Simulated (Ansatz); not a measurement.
`B[SiH]1BS1` + H₂Se → `[SeH][SiH]1BS1` + BH₃ at 700 K and 1 bar (cleavage of the Si–B bond).

Calculated with Ansatz (gas phase, PBE0-D4/def2-TZVP geometries, no zero-point term in ΔE). CCSD(T)/CBS adds triple-zeta CCSD(T) − MP2 to the extrapolated MP2 energy (def2 sets, frozen cores). This one scheme is used for every species. For Se outer-core shells are correlated without core-valence functions, which leaves a few kJ/mol of doubt a bond. Scalar relativity is left out up to krypton. Each species was taken in one conformer, which may not be the lowest.

```
         species  CCSD(T)/CBS energy (Eh)  H − E (kJ/mol)  S (J/(mol·K))
    `B[SiH]1BS1`               -738.82401           179.4          417.7
            H₂Se              -2401.89790            61.1          251.1
`[SeH][SiH]1BS1`              -3114.19481           146.4          430.8
             BH₃                -26.55200            96.5          225.0
```

H − E and S are ideal-gas, rigid-rotor, harmonic terms from PBE0-D4/def2-TZVP, for one conformer and one mirror image of each species. 1 Eh = 2625.50 kJ/mol, R = 8.31446 J/(mol·K).

By hand: ΔE, ΔH, ΔS and ΔG.

ΔE = (-3114.19481) + (-26.55200) − (-738.82401) − (-2401.89790) = -0.02490 Eh = -65.4 kJ/mol. Δ(H − E) = 146.4 + 96.5 − 179.4 − 61.1 = 2.4, so ΔH = -63.0 kJ/mol. ΔS = 430.8 + 225.0 − 417.7 − 251.1 = -13.0 J/(mol·K). ΔG = -63.0 − 700 × (-13.0)/1000 = -53.9 kJ/mol.

By hand: the equilibrium constant, and the temperature at which ΔG would vanish if ΔH and ΔS stayed fixed.

log₁₀ K = −ΔG/(RT ln 10) = 4.0. ΔG = 0 at ΔH/ΔS = 4846 K, far beyond where these terms or the molecules hold.

The number of gas molecules stays the same, so ΔS is small and ΔH decides. A doubt of 5 kJ/mol in ΔE shifts log₁₀ K by 0.4 here. Other conformers and mirror images would add mixing entropy, several J/(mol·K) or more a flexible species. These are equilibria of isolated gas molecules and say nothing of rates. Largest T1 diagnostic: 0.020 (customary marks: 0.02 for closed shells, 0.045 for open ones).
